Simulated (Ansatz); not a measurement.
The cluster Mo₂O₄. Total charge 0; singlet. Geometry r2SCAN-D4/def2-SVPD, that of the charge -1 doublet.

Cartesian coordinates in Å:
```
Mo 0.5369 0.6158 0.6218
Mo -0.4430 -1.3624 -1.0234
O -2.1433 -1.5441 -0.9748
O 0.6485 0.1260 -1.3139
O 1.8811 0.2232 1.6348
O -0.4802 1.9414 1.0554
```

In the def2 sets Mo takes a core potential; there is no spin–orbit coupling. A triplet lies near this restricted singlet, and broken spin symmetry wasn't tried. At PBE0-D4/def2-TZVPD a triplet of charge 0 lies 0.55 eV below the restricted singlet at the same geometry. The structure comes from a short search, and lower isomers may exist.

(1) Estimate the orbital energies around the gap (eV) in Ansatz with PBE-D4/def2-TZVPD, r2SCAN-D4/def2-TZVPD, PBE0-D4/def2-TZVPD.

Answers

(1) 
```
orbital  PBE-D4/def2-TZVPD  r2SCAN-D4/def2-TZVPD  PBE0-D4/def2-TZVPD
 HOMO−5              -8.71                 -9.03              -10.18
 HOMO−4              -8.35                 -8.66               -9.86
 HOMO−3              -8.22                 -8.54               -9.71
 HOMO−2              -7.45                 -7.82               -9.12
 HOMO−1              -6.47                 -6.67               -7.49
   HOMO              -5.42                 -5.59               -6.68
   LUMO              -5.09                 -5.02               -4.34
 LUMO+1              -4.91                 -4.65               -3.83
 LUMO+2              -4.36                 -4.22               -3.48
 LUMO+3              -3.30                 -3.28               -2.58
 LUMO+4              -2.87                 -2.73               -1.92
 LUMO+5              -2.55                 -2.31               -1.48
```
